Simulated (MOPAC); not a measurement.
A run for MOPAC: PM3 on H4OSi2 (SMILES O[Si][SiH3]), a point of a torsion scan.

```
PM3 1SCF PRECISE CHARGE=0 THREADS=1
H4OSi2

O      1.95302997 1    -0.19161920 1     0.39545266 1
Si     1.13039822 1    -1.12197776 1    -0.69341056 1
Si     1.63129244 1    -3.24762613 1    -0.02179451 1
H      1.95831377 1     0.76169154 1     0.39950354 1
H      2.17733999 1    -3.89689885 1    -1.23316360 1
H      0.31433890 1    -3.89196795 1     0.17246413 1
H      2.45077776 1    -3.80736635 1     1.06675201 1
```

Program output:

```
*******************************************************************************
 **                                                                           **
 **                              MOPAC v23.2.5                                **
 **                                                                           **
 *******************************************************************************
 ** MOPAC's Digital Object Identifier: https://doi.org/10.5281/zenodo.6511958 **
 **                                                                           **
 ** Please cite the open-source release paper for use of this MOPAC version:  **
 ** J. E. Moussa and J. J. P. Stewart (2026)                                  **
 ** MOPAC: An open-source semiempirical molecular orbital program             **
 ** J. Open Source Softw., 11(119), 8025, https://doi.org/10.21105/joss.08025 **
 *******************************************************************************

                              PM3 CALCULATION RESULTS

 *******************************************************************************
 *  PM3        - The PM3 Hamiltonian to be used
 *
 *
 *
 *                 CHARGE ON SYSTEM = 0
 *
 *
 *
 *  PRECISE    - TIGHTER CRITERIA TO BE USED
 *  1SCF       - DO 1 SCF AND THEN STOP
 *  THREADS=1  - MULTI-THREADING NOT USED
 *  T=         - A TIME OF 172800.0 SECONDS REQUESTED
 *  DUMP=N     - RESTART FILE WRITTEN EVERY 7200.0 SECONDS REQUESTED
 *******************************************************************************
PM3 1SCF PRECISE CHARGE=0 THREADS=1
 H4OSi2

   ATOM   CHEMICAL          X               Y               Z
  NUMBER   SYMBOL      (ANGSTROMS)     (ANGSTROMS)     (ANGSTROMS)

     1       O          1.95302997  *  -0.19161920  *   0.39545266  *
     2      Si          1.13039822  *  -1.12197776  *  -0.69341056  *
     3      Si          1.63129244  *  -3.24762613  *  -0.02179451  *
     4       H          1.95831377  *   0.76169154  *   0.39950354  *
     5       H          2.17733999  *  -3.89689885  *  -1.23316360  *
     6       H          0.31433890  *  -3.89196795  *   0.17246413  *
     7       H          2.45077776  *  -3.80736635  *   1.06675201  *



          CARTESIAN COORDINATES

    NO.       ATOM           X           Y           Z

     1         O          1.9530     -0.1916      0.3955
     2        Si          1.1304     -1.1220     -0.6934
     3        Si          1.6313     -3.2476     -0.0218
     4         H          1.9583      0.7617      0.3995
     5         H          2.1773     -3.8969     -1.2332
     6         H          0.3143     -3.8920      0.1725
     7         H          2.4508     -3.8074      1.0668

  H: (PM3): J. J. P. STEWART, J. COMP. CHEM. 10, 209 (1989).
  O: (PM3): J. J. P. STEWART, J. COMP. CHEM. 10, 209 (1989).
 Si: (PM3): J. J. P. STEWART, J. COMP. CHEM. 10, 209 (1989).

           Empirical Formula: H4 O Si2  =     7 atoms



      MOLECULAR POINT GROUP   :   Cs


      RHF CALCULATION, NO. OF DOUBLY OCCUPIED LEVELS = 9


 -------------------------------------------------------------------------------
 PM3 1SCF PRECISE CHARGE=0 THREADS=1
 H4OSi2



     1SCF WAS SPECIFIED, SO BFGS WAS NOT USED
     SCF FIELD WAS ACHIEVED


                              PM3 CALCULATION
                                                       MOPAC v23.2.5 Linux




          FINAL HEAT OF FORMATION =        -28.18922 KCAL/MOL =    -117.94369 KJ/MOL


          COSMO AREA              =        121.45 SQUARE ANGSTROMS
          COSMO VOLUME            =        114.82 CUBIC ANGSTROMS

          IONIZATION POTENTIAL    =          7.815703 EV
          HOMO LUMO ENERGIES (EV) =         -7.816 -1.552
          NO. OF FILLED LEVELS    =          9
          MOLECULAR WEIGHT        =         76.2020         POINT GROUP:  Cs

          MOLECULAR DIMENSIONS (Angstroms)

            Atom       Atom       Distance
            H     5    H     4     4.94126
            H     7   Si     2     2.83160
            H     5    H     6     2.23356


          SCF CALCULATIONS        =          1





   ATOM   CHEMICAL          X               Y               Z
  NUMBER   SYMBOL      (ANGSTROMS)     (ANGSTROMS)     (ANGSTROMS)

     1       O          1.95302997  *  -0.19161920  *   0.39545266  *
     2      Si          1.13039822  *  -1.12197776  *  -0.69341056  *
     3      Si          1.63129244  *  -3.24762613  *  -0.02179451  *
     4       H          1.95831377  *   0.76169154  *   0.39950354  *
     5       H          2.17733999  *  -3.89689885  *  -1.23316360  *
     6       H          0.31433890  *  -3.89196795  *   0.17246413  *
     7       H          2.45077776  *  -3.80736635  *   1.06675201  *

                             CARTESIAN COORDINATES

   1    O        1.953029970    -0.191619200     0.395452660
   2   Si        1.130398220    -1.121977760    -0.693410560
   3   Si        1.631292440    -3.247626130    -0.021794510
   4    H        1.958313770     0.761691540     0.399503540
   5    H        2.177339990    -3.896898850    -1.233163600
   6    H        0.314338900    -3.891967950     0.172464130
   7    H        2.450777760    -3.807366350     1.066752010


           Empirical Formula: H4 O Si2  =     7 atoms



      MOLECULAR POINT GROUP   :   Cs


                  EIGENVALUES
 -36.55710 -17.96152 -16.13071 -14.17271 -13.16431 -11.90676 -11.38982 -10.11716
  -7.81570  -1.55172  -0.75715   1.01213   1.84578   2.24557   2.44561   4.66391


              NET ATOMIC CHARGES AND DIPOLE CONTRIBUTIONS

  ATOM NO.   TYPE          CHARGE      No. of ELECS.   s-Pop       p-Pop
    1          O          -0.446297        6.4463     1.74121     4.70509
    2         Si           0.454838        3.5452     1.76927     1.77589
    3         Si           0.145297        3.8547     1.04624     2.80847
    4          H           0.208426        0.7916     0.79157
    5          H          -0.117299        1.1173     1.11730
    6          H          -0.117291        1.1173     1.11729
    7          H          -0.127674        1.1277     1.12767
 DIPOLE           X         Y         Z       TOTAL
 POINT-CHG.    -1.525     3.179    -2.034     4.070
 HYBRID         1.786    -0.780     2.374     3.071
 SUM            0.261     2.398     0.339     2.436


          ATOMIC ORBITAL ELECTRON POPULATIONS

     Atom    s        px        py        pz
    1  O   1.74121   1.73656   1.25575   1.71277
    2 Si   1.76927   0.46280   0.71266   0.60042
    3 Si   1.04624   0.87330   1.06193   0.87324
    4  H   0.79157
    5  H   1.11730
    6  H   1.11729
    7  H   1.12767

 **********************
 *                    *
 * JOB ENDED NORMALLY *
 *                    *
 **********************




 == MOPAC DONE ==
```

The run finished.

Cost: around 0.010 core-seconds (rough).
